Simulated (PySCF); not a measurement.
## Au⁺: ionisation energy

Au⁺ [Xe] 4f14 5d10 (1S) → Au²⁺ [Xe] 4f14 5d9 (2D), as a difference of total energies. All numbers are calculated (PySCF 2.14, a scalar-relativistic core potential, in cc-pVDZ-PP with ECP60MDF (4s4p3d1f, 38 functions)). Correlated levels: valence: 5s2 5p6 frozen. The calculations carry no spin-orbit coupling.

**Question.** Order these methods by the ionisation energy they give, lowest first.
A. UHF
B. SCS-MP2 (valence)
C. M06-L
D. LDA

**Answer.** A (18.991 eV), B (20.363 eV), C (20.615 eV), D (21.386 eV).

The reference lies between the lowest fine-structure levels, while these numbers refer to the centres of the terms.

Errors of the correlated levels include the incompleteness of this basis and the frozen core.

For comparison: 20.203 ± 0.025 eV (measured; NIST Atomic Spectra Database, ionization energies).
